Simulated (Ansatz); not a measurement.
Relaxation of Cl2H7HfNO2Si (14 atoms, charge 0, multiplicity 1), to a largest force component of 0.03 eV/Å in at most 50 steps.

Level of theory: RHF/def2-SVP (Ansatz).

```xyz
14
Properties=species:S:1:pos:R:3
Hf 0.436 -0.344 -0.443
O -0.631 0.046 2.612
H -1.160 -0.606 3.051
Cl 1.423 -0.405 -2.613
N -0.384 1.497 -0.324
H -0.973 1.793 0.439
H -0.253 2.267 -0.959
O -0.907 -1.736 -0.295
Si -2.032 -2.900 0.029
H -2.080 -3.137 1.493
H -3.366 -2.455 -0.427
H -1.672 -4.161 -0.651
Cl 2.220 -0.718 1.260
H 0.286 -0.151 2.861
```

Question: Where does it end, and by what steps?

Answer: The run converged. After 16 steps the energy has fallen by 0.445 eV; H10 moved furthest, 0.64 Å. Joined: Hf1–O2.

```tsv
step	energy less start (eV)	largest force component (eV/Å)	accepted
0	0.0000	1.202	yes
1	-0.0524	1.653	yes
2	-0.1871	1.578	yes
3	-0.3273	1.416	yes
4	-0.3383	1.503	yes
5	-0.3570	1.265	yes
6	-0.3473	0.715	no
7	-0.4161	0.281	yes
8	-0.4282	0.080	yes
9	-0.4322	0.364	yes
10	-0.4356	0.178	yes
11	-0.4384	0.082	yes
12	-0.4420	0.051	yes
13	-0.4437	0.089	yes
14	-0.4443	0.090	yes
15	-0.4444	0.078	yes
16	-0.4451	0.019	yes
```

```xyz
14
Properties=species:S:1:pos:R:3
Hf 0.341 -0.318 -0.018
O -0.293 -0.027 2.268
H -0.942 -0.634 2.601
Cl 0.951 -0.608 -2.325
N -0.400 1.573 -0.156
H -0.849 2.096 0.576
H -0.398 2.122 -0.998
O -1.000 -1.743 0.198
Si -2.095 -2.954 0.002
H -2.677 -3.296 1.325
H -3.189 -2.523 -0.897
H -1.446 -4.160 -0.557
Cl 2.498 -0.589 1.104
H 0.404 0.049 2.910
```

Whether the end is a true minimum wasn't checked by a vibrational analysis.

Time of the run: 52 s on 4 threads of Arm Neoverse V1, with other jobs on the host, peak memory 0.52 GiB.
